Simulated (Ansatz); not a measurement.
CH$_{5}$AlBNS (`SC[B]1[NH][AlH]1`), relaxed with RKS PBE0-D4/def2-TZVP in the Gaussian-basis code of Ansatz from a PBE-D4/def2-SVP geometry. The force threshold is 0.005 eV/Å; the program also tests the step.

Charge 0, multiplicity 1.

Start:

```xyz
10

S    -0.090   -0.865   -2.304
C    -0.834   -0.030   -0.848
B     0.240    0.103    0.291
N     0.202    0.338    1.680
Al    2.005    0.188    1.273
H    -1.215   -0.895   -3.079
H    -1.717   -0.594   -0.473
H    -1.179    0.993   -1.120
H    -0.631    0.466    2.273
H     3.219    0.296    2.307
```

Question: By how much does the energy fall, and how many steps does the optimiser take? (Estimate.)

Answer: The calculation gave: 1.22 kcal/mol, in 20 steps, 2 of them rejected.

Question: Which bonds change most? (An estimate is asked.)

Answer: Ansatz gave: N4–Al5 from 1.854 to 1.814 Å; B3–Al5 from 2.021 to 1.995 Å; S1–C2 from 1.835 to 1.810 Å; S1–H6 from 1.366 to 1.344 Å.

Question: Give the relaxed structure. (Best estimate.)

Answer: Computed: 
```xyz
10

S    -0.079   -0.718   -2.349
C    -0.832   -0.116   -0.818
B     0.255    0.050    0.292
N     0.210    0.467    1.630
Al    1.960    0.096    1.328
H    -1.197   -0.767   -3.093
H    -1.596   -0.818   -0.468
H    -1.318    0.850   -0.988
H    -0.602    0.759    2.163
H     3.200    0.198    2.303
```
